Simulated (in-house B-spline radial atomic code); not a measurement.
Configurations of Zr VI (Zr5+), with energies counted from [Ar] 3d10 4s2 4p5. All numbers are computed (non-relativistic LC-wPBE, spin-polarised, spherical fractional occupations; point nucleus) with a radial B-spline atomic code at the basis-set limit, not measured. Shells without spins written out take the highest spin.

Caution: exact exchange at fractional occupations of open shells leaves self-interaction of up to several eV.

Occupations are held fixed; configurations that lie above the ionisation limit could autoionise.

```
                                                       configuration  E - E(ref) (eV)  highest orbital  its <r> (bohr)
                                               [Ar] 3d10 4s2 4p4 4d1            34.99            4d up           1.562
                                                    [Ar] 3d9 4s2 4p6           159.92          4p down           1.254
         [Ar] 3d(4 up, 5 down) 4s2 4p(2 up, 3 down) 5d(0 up, 1 down)           232.95          5d down           3.359
                                                [Ar] 3d9 4s2 4p5 5f1           243.24            5f up           4.504
[Ne] 3s2 3p(2 up, 3 down) 3d10 4s2 4p(3 up, 2 down) 5s(1 up, 0 down)            347.7            5s up            2.46
[Ne] 3s2 3p(3 up, 2 down) 3d10 4s2 4p(3 up, 2 down) 5f(0 up, 1 down)           378.04          5f down           4.545
```

Q: Order these further configurations by energy, lowest first.
A. [Ne] 3s2 3p5 3d10 4s2 4p6
B. [Ar] 3d10 4s1 4p5 4d1
C. [Ar] 3d10 4s2 4p4 5f1
D. [Ar] 3d10 4s1 4p6
E. [Ar] 3d10 4s1 4p5 5f1

A: D (18.649 eV), B (56.819 eV), C (75.792 eV), E (97.919 eV), A (294.53 eV).

Q: How far above the reference does [Ne] 3s2 3p(3 up, 2 down) 3d10 4s2 4p(3 up, 2 down) 5p(1 up, 0 down) lie?

A: 356.75 eV; its least bound orbital is 5p up with <r> = 2.742 bohr.

Q: How far above the reference does [Ar] 3d9 4s2 4p5 4f1 lie?

A: 231.57 eV; its least bound orbital is 4f up with <r> = 2.332 bohr.
